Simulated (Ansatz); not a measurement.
Several settings on one geometry of (HBe-mu-Cl)2 (Be₂H₂Cl₂) (that of the charge 0 singlet, PBE0-D4/def2-TZVP). Ansatz on 4 threads of Arm Neoverse V1 on a shared host; times are rough.

```xyz
6

Be    0.6121   -0.3699   -1.0683
H     1.2480   -0.7543   -2.1785
Cl   -0.2326    1.3884   -0.6140
Be   -0.6121    0.3699    1.0683
H    -1.2483    0.7542    2.1784
Cl    0.2328   -1.3883    0.6140
```

Totals from different functionals, basis sets or treatments of relativity can't be compared as stabilities.

The 6-31G sets use Cartesian d functions. Correlated methods freeze 10 core orbitals.

The spins typed aren't always the lowest for that charge.

Problem. Give the basis size and estimate the energy, ⟨S²⟩, dipole and time of these runs.

| run | method | charge | state | further keys |
| --- | --- | --- | --- | --- |
| 1 | RKS BHLYP/aug-cc-pVDZ | 0 | singlet | point_charges: [{charge: 1.00, position_ang: [4.734, 0.422, -0.785]}]; forces asked |
| 2 | UKS B97/6-31G* | 1 | doublet | scf: {lower_state_search: off}; forces asked |
| 3 | RHF, mp2/6-31G* | 0 | singlet | scf: {omitted_lower_state_checks: [starts]}; forces asked |
| 4 | UKS r2SCAN0-D3(BJ)/def2-mTZVPP | 0 | triplet | final_grid: {core_spheres: 5, valence_spheres: 4, degree: 11}; scf: {lower_state_search: light}; forces asked |

Solution. 
```
run  functions  energy (Eh)  ⟨S²⟩  dipole (D)  wall time
  1        118    -951.2519     –        1.42      1.9 s
  2         72    -950.6951  0.76           –      1.9 s
  3         72    -949.9086     –        0.00     0.55 s
  4         86    -950.9473  2.00        2.09      2.3 s
```
